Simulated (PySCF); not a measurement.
C$_{4}$H$_{6}$Si, charge +1, doublet, geometry from GFN2-xTB (a state made from the parent by changing its charge; the spin is typed, not shown lowest). Base run: DF-PBE/6-31G (PySCF).

Input for PySCF:
```python
from pyscf import gto, scf, dft

mol = gto.M(
    atom='''
C    -1.22297230    0.75078937   -0.51141486
C    -0.02715283    1.29312926   -0.17636825
Si    1.27639494   -0.07885050    0.24867627
C    -0.28677661   -1.22192005    0.35874349
C    -1.36635914   -0.63823961   -0.21587962
H    -2.01628783    1.31897589   -0.98269124
H     0.17189996    2.35218440   -0.14497500
H     1.96693914    0.11919603    1.51453988
H     1.99934934   -0.41289031   -0.97056525
H    -0.29750373   -2.19506248    0.82251505
H    -2.27436082   -1.18105042   -0.45077585
''',
    basis='6-31g',
    charge=1,
    spin=1,
    verbose=4,
)

mf = dft.UKS(mol)
mf.xc = 'pbe'
mf = mf.density_fit(auxbasis='def2-universal-jkfit')
mf.kernel()
```

Each row names what was changed in the base input (with any setting that the change needs).

| change | basis functions | E (Eh) | HOMO (eV) | core-seconds (rough) |
|---|---|---|---|---|
| base | 61 | -444.72437 | -12.07 | 10 |
| basis = 3-21G | 61 | -442.40959 | -12.17 | 9 |
| basis = def2-SV(P) | 86 | -444.58070 | -12.23 | 20 |
| basis = pcseg-1 | 104 | -444.75844 | -12.22 | 20 |
| basis = cc-pVDZ | 104 | -444.80428 | -12.12 | 20 |
| basis = def2-SVP | 104 | -444.59391 | -12.21 | 10 |
| basis = 6-31+G* | 106 | -444.78226 | -12.11 | 10 |
| basis = cc-pV(D+d)Z | 109 | -444.81037 | -12.12 | 20 |
| basis = 6-311G** | 134 | -444.84367 | -12.15 | 20 |
| basis = 6-311++G** | 160 | -444.84471 | -12.15 | 30 |
| basis = cc-pVTZ | 238 | -444.86349 | -12.14 | 40 |
| basis = pcseg-2 | 238 | -444.87365 | -12.16 | 40 |
| basis = pc-2 | 238 | -444.87863 | -12.16 | 40 |

Totals compare only among sets that treat the same electrons; sets with core potentials leave the core out.

Open shells are given as the SCF converged; they aren't shown to be the lowest states, and a large step between rows can be another state.
